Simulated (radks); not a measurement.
Valence configurations of the cadmium ion Cd+ (all share [Kr]). All-electron calculation, non-relativistic Kohn-Sham, PBE, spin-polarised, spherical densities, point nucleus; open shells are filled with parallel spins first (spin-orbit coupling, left out, can overturn this in heavy ions); relativity is left out, which matters for an element this heavy. Program: a radial shooting solver on a logarithmic mesh with Libxc functionals. Order these by energy: 4d10 5p1; 4d10 5s1; 4d8 5s1 5p2; 4d8.5 5s2 5p0.5; 4d10 5s0.5 5p0.5; 4d9 5s1 5p1; 4d8.5 5s1.5 5p1; 4d8 5s2 5p1; 4d9.5 5s1.5; 4d9 5s2.

Answer. From the lowest, in eV above it: 4d10 5s1 0.000; 4d10 5s0.5 5p0.5 2.558; 4d9.5 5s1.5 4.843; 4d10 5p1 5.141; 4d9 5s2 10.240; 4d9 5s1 5p1 14.914; 4d8.5 5s2 5p0.5 19.019; 4d8.5 5s1.5 5p1 21.462; 4d8 5s2 5p1 28.600; 4d8 5s1 5p2 33.014. NIST lists [Kr] 4d10 5s1 as the ground configuration; this level of theory agrees among the configurations tried. The energies are those of spherical high-spin densities, not of single terms. Relativity is left out, which favours d and f over s occupation in heavy atoms.
